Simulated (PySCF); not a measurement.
A made-up structure of LiInH₂, closed shell:

Li1  (0.108, -0.053, 0.067)
In2  (-1.972, 0.984, -1.249)
H3  (0.490, -1.591, 0.197)
H4  (1.221, 0.739, 0.882)
(Å)

It is relaxed with PBE-D4/def2-SVP and then PBE0-D4/def2-TZVP (PySCF 2.14 with density fitting (its default auxiliary sets; JK sets also for MP2 and CCSD(T))). Atoms count as bonded within 1.22 times the sum of their covalent radii (H–H: 0.88 Å). The end point is not checked to be a true minimum.

Does its bonding change? (A judgement: the text doesn't fix the answer.)

By the calculation: Yes. Formed: In2–H3, In2–H4; broken: none.

Where it ends: The first stage lowers the energy by 3.54 eV in 17 steps. It ends as LiInH₂ ([H]1[Li]2[H][In]12):
Li1  (0.949, -0.512, 0.587)
In2  (-1.194, 0.639, -0.754)
H3  (-0.363, -1.181, -0.317)
H4  (0.454, 1.128, 0.360)
(Å)

Labels in which every atom is bracketed show which atoms are joined, not bond orders.

For scale, one of the runs: PBE0-D4/def2-TZVP relaxation, 76 basis functions, launched by `OMP_NUM_THREADS=2 python run.py`. Hardware: 2 CPU threads of an AMD EPYC 7B13, shared host. Wall time 15 s; peak host memory 0.77 GiB.
